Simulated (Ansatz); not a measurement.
`BN([SiH3])[SiH3]`, charge 0, multiplicity 1.

(1) Give a relaxed structure at PBE0-D4/def2-TZVP (the Gaussian-basis code of Ansatz). (Best estimate.)

## Answers

(1) Computed: 
Z-matrix (Å, degrees):
```
Si
N 1 1.751
H 1 1.486 2 109.8
H 1 1.481 2 108.6 3 120.7
H 1 1.486 2 109.8 3 -118.7
Si 2 1.756 1 120.4 3 59.2
B 2 1.409 1 122.4 3 -120.9
H 6 1.483 2 110.5 1 -119.3
H 6 1.487 2 107.5 1 -0.1
H 6 1.483 2 110.5 1 119.2
H 7 1.198 2 120.6 1 0.0
H 7 1.203 2 119.0 1 -180.0
```
Point group Cs.
This is one stationary point; other conformers may exist.
